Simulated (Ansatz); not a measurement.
Gas-phase electronic energies from Ansatz, PBE0-D4/def2-TZVP geometries. CBS: MP2 limit from def2 TZ/QZ plus the TZ coupled-cluster correction, frozen cores. DFT in def2-TZVPP. B3LYP here is the variant with VWN-RPA as its local correlation; programs differ in this. For Br outer-core shells are correlated without core-valence functions, which leaves a few kJ/mol of doubt a bond. Scalar relativity is left out up to krypton. One conformer a species, not always the lowest.

Consider the cleavage of the Si–Si bond: `[SiH3][SiH2]Br` + `B[SiH2]N` → `B[SiH2]N[SiH3]` + `[SiH3]Br`.

Is it downhill or uphill in electronic energy at CCSD(T)/CBS, and by how much? (Estimate.)

The calculation gave: Downhill: ΔE = -12.5 kcal/mol.

What do these levels give: revPBE-D4, BLYP-D4, B97M-V, B3LYP-D4, ωB97X-V, PBE, CCSD/def2-SVP, HF/def2-TZVPP, CCSD/def2-TZVPP, SCS-MP2/def2-QZVPP, HF/CBS(def2), MP2/CBS(def2)? (Best estimate.)

Computed: revPBE-D4 -8.3, BLYP-D4 -11.1, B97M-V -10.6, B3LYP-D4 -11.9, ωB97X-V -11.8, PBE -7.4, CCSD/def2-SVP -13.3, HF/def2-TZVPP -16.1, CCSD/def2-TZVPP -13.2, SCS-MP2/def2-QZVPP -14.9, HF/CBS(def2) -16.5, MP2/CBS(def2) -14.1 kcal/mol.

Largest T1 diagnostic among the species: 0.011.

From BLYP to BHLYP (50 % exact exchange), in def2-TZVPP and without D4, ΔE moves by −3.1 kcal/mol. In def2-TZVPP, CCSD(T) changes the Hartree–Fock value by +3.3 kcal/mol (the triples alone add +0.4 kcal/mol) and MP2 by +1.7 kcal/mol.
